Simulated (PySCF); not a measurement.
## PySCF run on CaS

The script input.py:

```python
from pyscf import gto, dft

mol = gto.M(
    atom='Ca 0 0 0; S 0 0 2.515',
    basis='pcseg-1',
    charge=0,
    spin=0,
    symmetry=True,
    verbose=3,
)
mf = dft.RKS(mol, xc='bhandhlyp')
mf.kernel()
mf.analyze()
print('orbital energies (hartree):', mf.mo_energy[..., max(0, mol.nelec[1]-3):mol.nelec[0]+3].round(4))
```

```bash
$ OMP_NUM_THREADS=1 python input.py
```

It prints (some set-up lines and the per-cycle HOMO/LUMO lines with their warnings removed):

```
converged SCF energy = -1075.67776880986
Wave-function symmetry id = 0
**** MO energy ****
[7 lines left out]
MO #8 (A1 #6), energy= -6.0560524719251 occ= 2
MO #9 (E1x #2), energy= -6.05339692166513 occ= 2
MO #10 (E1y #2), energy= -6.05339692166513 occ= 2
MO #11 (A1 #7), energy= -1.97223186680137 occ= 2
MO #12 (E1x #3), energy= -1.19397891191963 occ= 2
MO #13 (E1y #3), energy= -1.19397891191963 occ= 2
MO #14 (A1 #8), energy= -1.18791815961997 occ= 2
MO #15 (A1 #9), energy= -0.623571417157433 occ= 2
MO #16 (A1 #10), energy= -0.224352874741449 occ= 2
MO #17 (E1x #4), energy= -0.202248883988483 occ= 2
MO #18 (E1y #4), energy= -0.202248883988483 occ= 2
MO #19 (A1 #11), energy= -0.0848015751973151 occ= 0
MO #20 (E1x #5), energy= 0.0012816428115997 occ= 0
MO #21 (E1y #5), energy= 0.0012816428115997 occ= 0
[21 lines left out]
 ** Mulliken atomic charges  **
charge of    0Ca =      1.19827
charge of    1S =     -1.19827
Dipole moment(X, Y, Z, Debye):  0.00000,  0.00000, -11.98185
orbital energies (hartree): [-0.2244 -0.2022 -0.2022 -0.0848  0.0013  0.0013]
```

In short: E(SCF) = -1075.677769 Eh, μz(SCF) = -11.98 D.

Hardware: Arm Neoverse V1, 1 thread, shared host. Wall time 4 s, peak memory 0.17 GiB.

Stability towards an unrestricted solution was not tested. The bond length is a typed value, not an optimised one.
